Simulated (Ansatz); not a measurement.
A set of 12 reactions (ligand exchange), with CCSD(T)/CBS values in kJ/mol:

| reaction | ΔE |
| --- | --- |
| `C[SiH](O)O` + NH₃ → `C[SiH](N)O` + H₂O | 48.0 |
| `N[SiH2][AlH2]` + CH₃OH → `CO[SiH2][AlH2]` + NH₃ | -45.7 |
| `O[SiH2][GeH2][OH]` + `OCO` → `OCO[SiH2]O` + `[OH][GeH3]` | -107.1 |
| `C[CH](S)[SbH2]` + `CC(=N)O` → `C/C(O)=[N]\[SbH2]` + `CCS` | -5.9 |
| `[SiH3]C#CS` + `C[O][Zn][OH]` → `C[O][Zn][O][SiH3]` + `C#CS` | -66.2 |
| `NN[SiH3]` + `COB(O)F` → `COB(F)O[SiH3]` + `NN` | -50.5 |
| `N[B](N)[AlH2]` + `O[SiH3]` → `NB(N)O[SiH3]` + `[AlH3]` | -139.3 |
| `C[SiH2][Te]B(O)O` + `OC(F)F` → `C[SiH2]OC(F)F` + `OB(O)[TeH]` | -12.7 |
| `C=[CH][Al]([F])[SiH3]` + `C[O][Mg][OH]` → `C[O][Mg][O][SiH3]` + `C=[CH][AlH][F]` | -118.1 |
| `C[Si@H](O)N[Si@@H](O)F` + CH₃NH₂ → `CN[SiH](C)O` + `N[SiH](O)F` | 13.4 |
| `C=C([SiH3])[SiH2][SiH3]` + `C=C[SiH2]N` → `C=C[SiH2]N[SiH3]` + `C=C([SiH3])[SiH3]` | -54.7 |
| `NC[SiH](O)O` + `O[SiH2]S` → `O[SiH2]S[SiH](O)O` + CH₃NH₂ | -82.7 |

Gas-phase electronic energies from Ansatz, PBE0-D4/def2-TZVP geometries. CCSD(T)/CBS is the MP2 limit (def2-TZVPP, def2-QZVPP) plus CCSD(T) − MP2 in def2-TZVPP, frozen cores. This one scheme is used for every species. DFT in def2-TZVPP. B3LYP here is the variant with VWN-RPA as its local correlation; programs differ in this. def2 core potentials past Kr. For Ge, Mg, Sb, Te, Zn outer-core shells are correlated without core-valence functions, which leaves a few kJ/mol of doubt a bond. Scalar relativity is left out up to krypton. One conformer a species, not always the lowest.

Task: Give the mean, mean absolute and largest difference (level minus CCSD(T)/CBS, kJ/mol) for: PBE-D4, r2SCAN-D4, PBE0-D4, B3LYP-D4, PBE, B3LYP, HF/def2-TZVPP, SCS-MP2/def2-TZVPP, CCSD/def2-TZVPP, MP2/def2-QZVPP, SCS-MP2/def2-QZVPP, HF/CBS(def2), MP2/CBS(def2), CCSD/CBS(def2). (Estimate.)

Result: The calculation gave: 
```
             level   mean  mean absolute  largest
            PBE-D4   10.8           11.9     30.1
         r2SCAN-D4    1.9            4.1      8.9
           PBE0-D4    7.0            7.8     21.0
          B3LYP-D4   -0.1            3.0     -7.1
               PBE   10.9           12.6     28.3
             B3LYP    0.1            4.4    -11.3
     HF/def2-TZVPP  -11.9           14.1    -28.3
SCS-MP2/def2-TZVPP   -3.9            4.8    -11.4
   CCSD/def2-TZVPP   -1.6            3.2     -7.2
    MP2/def2-QZVPP   -1.9            3.6     -8.3
SCS-MP2/def2-QZVPP   -4.2            4.5    -13.1
      HF/CBS(def2)  -13.3           15.4    -29.6
     MP2/CBS(def2)   -1.4            3.8      7.9
    CCSD/CBS(def2)   -1.4            1.9     -4.1
```

The largest T1 diagnostic in the set is 0.017, for `C[O][Zn][OH]` (customary mark 0.02).

CCSD(T)/CBS is a level of theory with its own doubt, and the functionals carry their triple-zeta basis error, so these figures describe this set and don't rank the functionals.
